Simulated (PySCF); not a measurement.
C2H7BFNO, SMILES O(C)B(NC)F. Geometry optimised at PBE-D3(BJ)/def2-SVP. This is a generated structure with no PubChem entry under its InChIKey; it may be hypothetical. One conformer was computed; it need not be the lowest.

These are PBE-D3(BJ)/def2-SVP run with PySCF values and carry that method's errors.

Harmonic wavenumbers (cm⁻¹): 101, 127, 142, 179, 185, 258, 453, 520, 524, 627, 764, 1060, 1076, 1107, 1134, 1136, 1180, 1290, 1367, 1407, 1421, 1422, 1423, 1429, 1446, 1544, 2911, 2937, 2978, 2995, 3050, 3083, 3548. Rotational constants (GHz): 5.540, 2.508, 1.766; symmetry number 1.

Question: Work out the zero-point energy and the ideal-gas rigid-rotor harmonic-oscillator thermochemistry at 298.15 K and 1 atm.

Answer: ZPE = ½ Σ hcν = ½ × 44827 cm⁻¹ = 268.12 kJ/mol. H − E(el) = 290.77 kJ/mol. Entropy in J/(mol K): translation 164.99, rotation 112.86, vibration 78.03, total 355.87. G − E(el) = 184.67 kJ/mol. Cp = 113.75 J/(mol K). Modes under 150 cm⁻¹ make the vibrational entropy uncertain.
